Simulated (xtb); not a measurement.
Ge(F)2(Me)2 (C2H6F2Ge), SMILES [CH3][Ge]([CH3])([F])[F]. All values are semi-empirical tight-binding results from xtb (GFN2-xTB unless named), good for trends rather than for accurate numbers. The structure is a stationary point at GFN2-xTB.

Optimised geometry:

Bonds (Å): C1–Ge2 1.982, C1–H6 1.085, C1–H7 1.087, C1–H8 1.085, Ge2–C3 1.982, Ge2–F4 1.760, Ge2–F5 1.760, C3–H9 1.087, C3–H10 1.085, C3–H11 1.085. Angles (°): Ge2–C1–H6 110.3, Ge2–C1–H7 108.3, Ge2–C1–H8 110.1, H6–C1–H7 109.3, H6–C1–H8 109.5, H7–C1–H8 109.3, C1–Ge2–C3 129.0, C1–Ge2–F4 106.0, C1–Ge2–F5 106.1, C3–Ge2–F4 106.0, C3–Ge2–F5 106.1, F4–Ge2–F5 100.2, Ge2–C3–H9 108.2, Ge2–C3–H10 110.2, Ge2–C3–H11 110.2, H9–C3–H10 109.3, H9–C3–H11 109.3, H10–C3–H11 109.5.
Charge 0, spin multiplicity 1.

For metal compounds this method's bond lengths and energies can be far off.

Computed properties:
```json
{
  "orbital_gap": "6.94 eV",
  "zero_point_energy": "46.5 kcal/mol",
  "G − E(el) at 298.15 K (modified RRHO)": "25.1 kcal/mol"
}
```

Computed atomic charges and the Wiberg bond orders between heavy atoms:
charges (e) C1 -0.14, Ge2 0.38, C3 -0.14, F4 -0.29, F5 -0.29, H6 0.07, H7 0.09, H8 0.07, H9 0.09, H10 0.07, H11 0.07. Bond orders C1–Ge2 0.84, Ge2–C3 0.84, Ge2–F4 1.04, Ge2–F5 1.04.
